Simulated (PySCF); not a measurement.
# Orbital picture of BeTl⁺

B3LYP at R = 3.075 Å; basis Be cc-pVDZ, Tl cc-pVDZ-PP with ECP60; scalar-relativistic core potentials; PySCF 2.14. State: ¹Σ⁺ (singlet), closed shell. Only the outer orbitals are listed, counted within each symmetry, core potentials removing the inner ones.

```json
{"orbital": "1δ", "occ.": "2", "ε (eV)": "-23.34", "on Be (%)": "0", "main shells (%)": "100 Tl d"}
{"orbital": "1δ", "occ.": "2", "ε (eV)": "-23.34", "on Be (%)": "0", "main shells (%)": "100 Tl d"}
{"orbital": "2π", "occ.": "2", "ε (eV)": "-23.26", "on Be (%)": "0", "main shells (%)": "100 Tl d"}
{"orbital": "2π", "occ.": "2", "ε (eV)": "-23.26", "on Be (%)": "0", "main shells (%)": "100 Tl d"}
{"orbital": "4σ", "occ.": "2", "ε (eV)": "-23.25", "on Be (%)": "0", "main shells (%)": "100 Tl d"}
{"orbital": "5σ", "occ.": "2", "ε (eV)": "-16.23", "on Be (%)": "4", "main shells (%)": "96 Tl s"}
{"orbital": "6σ", "occ.": "2", "ε (eV)": "-11.38", "on Be (%)": "84", "main shells (%)": "83 Be s, 12 Tl p"}
{"orbital": "7σ", "occ.": "0", "ε (eV)": "-7.41", "on Be (%)": "54", "main shells (%)": "45 Tl p, 41 Be p, 13 Be s"}
{"orbital": "3π", "occ.": "0", "ε (eV)": "-7.29", "on Be (%)": "20", "main shells (%)": "80 Tl p, 20 Be p"}
{"orbital": "3π", "occ.": "0", "ε (eV)": "-7.29", "on Be (%)": "20", "main shells (%)": "80 Tl p, 20 Be p"}
```

Problem. Which are the highest filled and the lowest empty level, where do they sit, and how wide is the gap?

Solution. Highest filled 6σ at -11.38 eV (in %: 83 Be s, 12 Tl p); lowest empty 7σ at -7.41 eV (in %: 45 Tl p, 41 Be p, 13 Be s); the gap at B3LYP is 3.97 eV.

- bond order (Mayer): 0.45
- ⟨S²⟩: 0.000
- charge on Be (Mulliken, basis-dependent): 0.24
- charge on Be (Löwdin, basis-dependent): 0.33
- dipole moment (positive dipole points towards Tl; it is taken about the centre of mass and depends on that origin): -4.08 D
- polarisability along the bond: 110.0 bohr³
- polarisability across the bond: 48.5 bohr³

Closed-shell solutions of metal pairs were not tested for spin polarisation, which can lower them a little. Spin–orbit coupling is left out.
